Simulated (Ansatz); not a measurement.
H5MoN3O, SMILES `[NH]=[Mo](=[NH])([NH2])[OH]`. Total charge 0; spin multiplicity 1. Mo: def2 effective core potential.

| atom | x (Å) | y (Å) | z (Å) |
| --- | --- | --- | --- |
| N1 | -0.862 | -1.322 | 0.641 |
| Mo2 | 0.108 | 0.051 | 0.231 |
| N3 | -0.537 | 1.546 | 0.810 |
| N4 | 0.144 | 0.154 | -1.704 |
| O5 | 1.847 | -0.160 | 0.972 |
| H6 | -1.660 | -1.776 | 1.063 |
| H7 | -1.194 | 2.148 | 1.285 |
| H8 | 0.116 | 1.027 | -2.207 |
| H9 | -0.094 | -0.623 | -2.300 |
| H10 | 2.132 | -1.045 | 1.210 |

Task: List the harmonic frequencies (cm⁻¹, unscaled) at PBE0-D4/def2-TZVP in Ansatz. (An estimate is asked.)

Result: The calculation gave: 198, 216, 238, 246, 261, 292, 330, 408, 421, 538, 608, 673, 680, 701, 722, 744, 1001, 1028, 1541, 3590, 3620, 3631, 3696, 3898.

Task: Is this a minimum?

Result: Yes, all 24 modes are real.

Task: Give the ideal-gas thermochemistry at 298.15 K and 1 bar (rigid rotor, harmonic oscillator; point group C1, symmetry number 1).

Result: Zero-point energy 175.2 kJ/mol; H(298) − E = 198.1 kJ/mol; entropy 352.8 J/(mol·K), of which translation 172.1, rotation 111.2, vibration 69.6; G(298) − E = 92.9 kJ/mol.
